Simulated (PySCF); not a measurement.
Ge(F)(Cl)2(OH) (Cl2FGeHO), SMILES [OH][Ge]([F])([Cl])[Cl]. Atoms are numbered in the order given.

```xyz
6

O     -1.6112    -0.8826    -0.5840
Ge    -0.1918    -0.1327     0.1168
F     -0.2076    -0.3628     1.8307
Cl     1.5207    -1.1008    -0.6876
Cl    -0.1483     1.9835    -0.2067
H     -2.4341    -0.4336    -0.3394
```
Charge 0, spin multiplicity 1.

Geometry optimised at B3LYP-D3(BJ)/def2-SVP. The structure was generated by enumeration, and PubChem lists no compound with its InChIKey, so it may never have been made. One conformer was computed; it need not be the lowest.

Level of theory: TDDFT-PBE0/def2-SVPD (PySCF 2.14.0).

Vertical excitations. 

Problem. Estimate the UV-visible absorptions. (The exact figures need the calculation; the answer reports its results.)

Solution. 
```
state  energy (eV)  λ (nm)      f                                                main pairs
-----  -----------  ------  -----  --------------------------------------------------------
S1            6.40     194  0.018                                            HOMO→LUMO 97 %
S2            6.49     191  0.005                                          HOMO−1→LUMO 97 %
S3            6.63     187  0.013                                          HOMO−2→LUMO 95 %
S4            6.93     179  0.028                                          HOMO−3→LUMO 92 %
S5            7.19     172  0.050                                          HOMO−4→LUMO 94 %
S6            8.01     155  0.117                                          HOMO−5→LUMO 86 %
S7            8.37     148  0.095                                          HOMO−6→LUMO 76 %
S8            8.60     144  0.020  HOMO−1→LUMO+1 52 %, HOMO−2→LUMO+1 19 %, HOMO→LUMO+1 10 %
S9            8.77     141  0.011                      HOMO→LUMO+1 63 %, HOMO−1→LUMO+1 25 %
S10           8.92     139  0.019                                          HOMO−7→LUMO 75 %
T1            5.90     210      0                                            HOMO→LUMO 96 %
T2            6.02     206      0                                          HOMO−1→LUMO 95 %
T3            6.15     202      0                                          HOMO−2→LUMO 95 %
T4            6.39     194      0                                          HOMO−3→LUMO 94 %
```
Triplets are in the Tamm–Dancoff approximation, which puts them higher than full response would, so one can lie above its singlet here.
